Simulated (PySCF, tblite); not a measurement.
Isomers of C3H6O2Si, one GFN2-xTB conformer each. Single-point energies are computed at PBE0/pcSseg-1 (PySCF, gas phase, no added dispersion term), electronic only.

```
              SMILES  GFN2-xTB relative energy (kcal/mol)
       O=CC[SiH2]C=O                                 31.3
C[C@H]1OC(=O)[SiH2]1                                  6.5
       C=CO[SiH2]C=O                                  0.0
```

Conformers: `[O:1]=[CH:2][CH2:3][SiH2:4][CH:5]=[O:6]` with O1–C2–C3–Si4 5°, C2–C3–Si4–C5 -56°, C3–Si4–C5–O6 -50°; `[CH2:1]=[CH:2][O:3][SiH2:4][CH:5]=[O:6]` with C1–C2–O3–Si4 180°, C2–O3–Si4–C5 180°, O3–Si4–C5–O6 180°.

Problem. What does PBE0/pcSseg-1 give for the same structures?

Solution. 
```
              SMILES  PBE0/pcSseg-1 E (Eh)  PBE0/pcSseg-1 (kcal/mol)  GFN2-xTB (kcal/mol)  point group
C[C@H]1OC(=O)[SiH2]1            -557.38384                       0.0                  6.5           C1
       C=CO[SiH2]C=O            -557.37609                       4.9                  0.0           Cs
       O=CC[SiH2]C=O            -557.37115                       8.0                 31.3           C1
```

GFN2-xTB puts C=CO[SiH2]C=O lowest instead; measured from each level's own lowest isomer, the values differ by up to 23.3 kcal/mol (O=CC[SiH2]C=O: 31.3 against 8.0). As drawn, the lowest has a four-membered ring and a C(=O)–O unit, which the highest lacks.

Problem. Which frontier levels, dipoles and rotational constants go with these structures?

Solution. 
```csv
SMILES,"HOMO (eV, PBE0/pcSseg-1)",LUMO (eV),dipole (D),"A, B, C (MHz)"
C[C@H]1OC(=O)[SiH2]1,-7.45,-0.66,4.62,"4588, 2537, 1823"
C=CO[SiH2]C=O,-7.11,-1.62,2.60,"10932, 1226, 1116"
O=CC[SiH2]C=O,-6.79,-1.21,3.23,"3800, 2458, 1925"
```

Problem. What happens when harmonic zero-point energies from GFN2-xTB frequencies are added?

Solution. 
```csv
SMILES,ZPE (kcal/mol),electronic (kcal/mol),with ZPE (kcal/mol)
C[C@H]1OC(=O)[SiH2]1,52.0,0.0,0.0
C=CO[SiH2]C=O,49.9,4.9,2.7
O=CC[SiH2]C=O,49.4,8.0,5.3
```

The zero-point energies span 2.6 kcal/mol. The order is unchanged.

Problem. As an exercise, what shares would exp(−E/RT) give at 500 K from these electronic energies alone (no entropy, no degeneracies)?

Solution. RT = 0.994 kcal/mol: C[C@H]1OC(=O)[SiH2]1 99.2 %, C=CO[SiH2]C=O 0.7 %, O=CC[SiH2]C=O under 0.1 %.
